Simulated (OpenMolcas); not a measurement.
Ni4+ (d6) among equal point charges was computed by CASSCF with the d shell active (OpenMolcas, ANO-RCC-VTZP on the metal). Its lowest spin-free states, and all those of the highest spin:

| 2S+1 | Degeneracy | E (cm-1) |
| --- | --- | --- |
| 5 | 2 | 0.0 |
| 5 | 3 | 1714 |
| 3 | 3 | 28979 |
| 3 | 2 | 29446 |
| 3 | 3 | 30427 |
| 3 | 3 | 30729 |
| 3 | 3 | 33129 |
| 3 | 1 | 33871 |
| 3 | 3 | 34452 |
| 3 | 3 | 35537 |
| 3 | 1 | 36804 |
| 3 | 3 | 37505 |

Task: Is the site octahedral, tetrahedral or cube-like, axial, or of lower symmetry?

Result: The states with 2S+1 = 5 have orbital degeneracies 2, 3. Threefold states need a cubic site. For d6 at this spin an octahedron puts the threefold T2 below the twofold E and a tetrahedron or cube puts the twofold E below the threefold T2, so the site is a tetrahedron or a cube, which this pattern cannot tell apart. The first gap at this spin, 1710 cm-1, is |10Dq| in ligand-field theory. The run had Ni4+ among 8 point charges of -1.28 e arranged as a cube (Oh), 1.79 Å from the ion.

An orbital doublet at a regular site is open to a Jahn-Teller distortion, which this geometry leaves out. Without dynamic correlation the repulsion within the d shell is too large (B by tens of per cent), so at a given field states of lower spin stand too high. Point charges give a weaker field than real ligands, and real ions of this kind are often low spin; the high spin found here belongs to the model. The ground term spreads over less than 5000 cm-1, several times less than with real ligands, so orbital moments are less quenched and χT lies further from the spin-only value than at real sites. Point charges carry no covalency, so the field is a model and not that of real ligands. No measured value stands beside these numbers.
